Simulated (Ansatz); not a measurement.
**Dissociation curves of Br2 (bromine)**

The species is Br2 (2 atoms), meant as a singlet with charge 0. As SMILES, `BrBr`. The shape is that of a PBE0-D4/def2-TZVP optimisation.

```xyz
2

Br    0.9730   -0.3254    0.4985
Br   -0.9730    0.3254   -0.4985
```

The Br1–Br2 distance is scanned; the parts on either side stay rigid. Basis STO-3G, 18 core orbitals frozen in the correlated methods; program Ansatz 0.2.0. FCI is exact within this basis and core. Energies in eV from each method's value at 2.281 Å; methods without a U are spin-restricted. The shape above is that at 2.281 Å.

| distance (Å) | HF | BLYP | CAM-B3LYP | B2PLYP | CCSDT(Q) | FCI |
| --- | --- | --- | --- | --- | --- | --- |
| 2.281 | 0.00 | 0.00 | 0.00 | 0.00 | 0.00 | 0.00 |
| 2.852 | 2.19 | 1.08 | 1.68 | 1.50 | 1.12 | 1.12 |
| 3.422 | 4.76 | 2.71 | 3.81 | 3.20 | 2.00 | 2.00 |
| 4.563 | 6.70 | 3.78 | 5.38 | 3.44 | 2.15 | 2.12 |
| 5.703 | 7.14 | 3.85 | 5.68 | 2.63 | 2.14 | 2.13 |

Departure from the FCI curve at its largest: HF +5.01 eV at 5.70 Å; BLYP +1.72 eV at 5.70 Å; CAM-B3LYP +3.55 eV at 5.70 Å; B2PLYP +1.31 eV at 4.56 Å; CCSDT(Q) +0.02 eV at 4.56 Å. The curve of B2PLYP turns over, which the reference doesn't. Restricted functionals keep the electrons paired too, and rise too high. Restricted Hartree–Fock keeps the electrons paired, so it rises far too high as the bond breaks.
